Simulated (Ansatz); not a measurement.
**Question.** Predict a relaxed structure of Ag2Cl⁺ (the lowest singlet isomer of a short search), charge 1, singlet, at PBE0-D4/def2-TZVP (Ansatz).

**Answer.** 
```xyz
3

Ag   -1.126    1.717   -0.540
Ag    1.692   -1.245    0.311
Cl   -0.565   -0.472    0.229
```
Point group C2v (tolerance 0.1 Å). This is one stationary point.

In the def2 sets Ag takes a core potential; there is no spin–orbit coupling. The structure comes from a short search, and lower isomers may exist.
